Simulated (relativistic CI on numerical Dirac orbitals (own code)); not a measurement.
**Line list: Forbidden lines, Kr¹⁵⁺**

Calculated at this level of theory: Dirac-Coulomb-Breit CI, KLI orbitals optimised for each configuration, model QED, unscaled Slater integrals (own radial code, finite nucleus).

Configurations in the expansion (outside the closed core [Ne]): 3s2.3p6.3d3, 3s2.3p5.3d4, 3s.3p6.3d4, 3s2.3p6.3d2.4s, 3s2.3p6.3d2.4p, 3s2.3p6.3d2.4d, 3s2.3p6.3d2.4f, 3s2.3p5.3d3.4s, 3s2.3p6.3d.4s.4p, 3s2.3p5.3d3.4p, 3s2.3p6.3d2.5s, 3p6.3d5, 3p5.3d6, 3s2.3p6.3d.4s2, 3s2.3p6.4s2.4p, 3s2.3p6.4s2.4d, 3s2.3p6.4s2.4f, 3s2.3p6.3d.4p2, 3s2.3p6.4s.4p2, 3s2.3p6.4p3, 3s2.3p6.4p2.4d, 3s2.3p6.4p2.4f. Double excitations out of closed p, d and f shells are left out; levels of such configurations are missing from the list, as are those of other unlisted configurations, and high levels can miss mixing partners. These lack a partner that the ground configuration has and come out too high: 3s2.3p5.3d3.4s, 3s2.3p5.3d3.4p.

```
λ vac (nm)                    Lower                     Upper  Type   A (s⁻¹)  log gf
    58.284   3s2.3p6.3d3 4F_5/2 [2]   3s2.3p6.3d3 2D_3/2 [19]    M1  5.79e+01   -7.93
    61.321   3s2.3p6.3d3 4F_7/2 [3]   3s2.3p6.3d3 2D_5/2 [18]    M1  5.61e+01   -7.72
    76.241   3s2.3p6.3d3 4P_3/2 [5]   3s2.3p6.3d3 2D_3/2 [19]    M1  8.07e+01   -7.55
    80.776   3s2.3p6.3d3 2G_7/2 [7]   3s2.3p6.3d3 2D_3/2 [19]    E2  5.72e+01   -7.65
    83.800   3s2.3p6.3d3 4P_5/2 [8]   3s2.3p6.3d3 2D_5/2 [18]    M1  2.57e+02   -6.79
    84.360   3s2.3p6.3d3 2G_9/2 [9]   3s2.3p6.3d3 2D_5/2 [18]    E2  2.76e+01   -7.75
    86.452   3s2.3p6.3d3 4F_3/2 [1]   3s2.3p6.3d3 2F_5/2 [17]    M1  4.18e+01   -7.55
    91.917  3s2.3p6.3d3 2D_3/2 [10]   3s2.3p6.3d3 2D_5/2 [18]    M1  1.51e+02   -6.94
    92.809   3s2.3p6.3d3 4F_5/2 [2]   3s2.3p6.3d3 2F_7/2 [16]    M1  1.88e+01   -7.71
    102.57  3s2.3p6.3d3 2D_5/2 [14]   3s2.3p6.3d3 2D_3/2 [19]    M1  1.56e+02   -7.01
    105.91   3s2.3p6.3d3 4F_9/2 [4]   3s2.3p6.3d3 2F_7/2 [16]    M1  5.42e+01   -7.14
    112.39  3s2.3p6.3d3 2P_3/2 [15]   3s2.3p6.3d3 2D_5/2 [18]    M1  2.58e+01   -7.53
    115.72   3s2.3p6.3d3 4F_3/2 [1]   3s2.3p6.3d3 2P_3/2 [15]    M1  3.69e+01   -7.53
    123.96   3s2.3p6.3d3 4F_5/2 [2]   3s2.3p6.3d3 2P_3/2 [15]    M1  8.71e+01   -7.10
    134.99   3s2.3p6.3d3 4F_5/2 [2]   3s2.3p6.3d3 2D_5/2 [14]    M1  2.67e+01   -7.36
    148.13   3s2.3p6.3d3 4F_7/2 [3]   3s2.3p6.3d3 2D_5/2 [14]    M1  1.76e+02   -6.46
    150.15   3s2.3p6.3d3 4F_3/2 [1]   3s2.3p6.3d3 2D_3/2 [10]    M1  9.06e+01   -6.91
    155.72   3s2.3p6.3d3 4F_7/2 [3]   3s2.3p6.3d3 2H_9/2 [13]    M1  1.47e+01   -7.27
    160.90   3s2.3p6.3d3 2G_7/2 [7]   3s2.3p6.3d3 2F_5/2 [17]    M1  2.95e+01   -7.16
    161.55  3s2.3p6.3d3 2F_7/2 [16]   3s2.3p6.3d3 2D_5/2 [18]    M1  7.62e+01   -6.75
    162.21  3s2.3p6.3d3 2F_5/2 [17]   3s2.3p6.3d3 2D_3/2 [19]    M1  8.29e+01   -6.88
    164.32   3s2.3p6.3d3 4F_5/2 [2]   3s2.3p6.3d3 2D_3/2 [10]    M1  1.44e+02   -6.63
    166.74   3s2.3p6.3d3 2G_7/2 [7]   3s2.3p6.3d3 2F_7/2 [16]    M1  4.66e+01   -6.81
    167.44  3s2.3p6.3d3 2F_5/2 [17]   3s2.3p6.3d3 2D_5/2 [18]    M1  1.22e+02   -6.51
    174.02   3s2.3p6.3d3 4F_9/2 [4]   3s2.3p6.3d3 2H_9/2 [13]    M1  1.95e+01   -7.05
    176.56   3s2.3p6.3d3 2G_9/2 [9]   3s2.3p6.3d3 2F_7/2 [16]    M1  1.03e+01   -7.41
    209.31   3s2.3p6.3d3 4F_5/2 [2]    3s2.3p6.3d3 2G_7/2 [7]    M1  6.37e+01   -6.48
    216.65   3s2.3p6.3d3 4F_3/2 [1]    3s2.3p6.3d3 4P_3/2 [5]    M1  1.89e+01   -7.27
    224.54   3s2.3p6.3d3 4F_7/2 [3]    3s2.3p6.3d3 2G_9/2 [9]    M1  4.66e+01   -6.45
    242.71   3s2.3p6.3d3 4F_7/2 [3]    3s2.3p6.3d3 2G_7/2 [7]    M1  4.77e+01   -6.47
    264.66   3s2.3p6.3d3 4F_9/2 [4]    3s2.3p6.3d3 2G_9/2 [9]    M1  8.49e+01   -6.05
    329.46   3s2.3p6.3d3 4P_5/2 [8]   3s2.3p6.3d3 2P_3/2 [15]    M1  5.84e+01   -6.42
    421.48   3s2.3p6.3d3 4P_1/2 [6]   3s2.3p6.3d3 2P_1/2 [11]    M1  9.47e+01   -6.30
    434.47   3s2.3p6.3d3 2G_7/2 [7]   3s2.3p6.3d3 2H_9/2 [13]    M1  4.46e+01   -5.90
    489.12   3s2.3p6.3d3 4P_3/2 [5]   3s2.3p6.3d3 2D_3/2 [10]    M1  5.89e+01   -6.07
    504.68  3s2.3p6.3d3 2D_3/2 [10]   3s2.3p6.3d3 2P_3/2 [15]    M1  6.52e+01   -6.00
    508.08   3s2.3p6.3d3 2G_9/2 [9]   3s2.3p6.3d3 2H_9/2 [13]    M1  4.75e+01   -5.74
    512.16   3s2.3p6.3d3 2G_9/2 [9]  3s2.3p6.3d3 2H_11/2 [12]    M1  2.75e+01   -5.89
    513.80   3s2.3p6.3d3 4P_1/2 [6]   3s2.3p6.3d3 2D_3/2 [10]    M1  1.93e+01   -6.52
    643.02  3s2.3p6.3d3 2P_1/2 [11]   3s2.3p6.3d3 2P_3/2 [15]    M1  2.36e+01   -6.23
    756.15  3s2.3p6.3d3 2D_3/2 [10]   3s2.3p6.3d3 2D_5/2 [14]    M1  1.76e+01   -6.04
    1009.4   3s2.3p6.3d3 4P_3/2 [5]    3s2.3p6.3d3 4P_5/2 [8]    M1  1.23e+01   -5.95
    1481.1   3s2.3p6.3d3 4F_7/2 [3]    3s2.3p6.3d3 4F_9/2 [4]    M1  8.04e+00   -5.58
    1521.2   3s2.3p6.3d3 4F_5/2 [2]    3s2.3p6.3d3 4F_7/2 [3]    M1  1.20e+01   -5.48
    1740.2   3s2.3p6.3d3 4F_3/2 [1]    3s2.3p6.3d3 4F_5/2 [2]    M1  7.98e+00   -5.66
```

Terms are leading LS components. Brackets give the number of a level in order of energy, since labels repeat. The list gives strong lines, with weight on those to low levels, among the lowest 200 of 1660 levels, so that lines to higher ones, which can be the strongest, are missing. Levels whose partners in the same complex of configurations lie outside the list can be far off, and so can their lines. Rates are taken at the computed energies, electric ones in the length gauge.

At this charge energies of transitions that change n are usually good to better than 1 %, and those within a shell (Δn = 0) to a few per cent. Terms inside the open d or f shell come out 10 to 20 % too wide with unscaled integrals.

LS names give the leading component of a level, which can be under half, so a name can repeat, a term be missing and a line seem to break the LS rules.
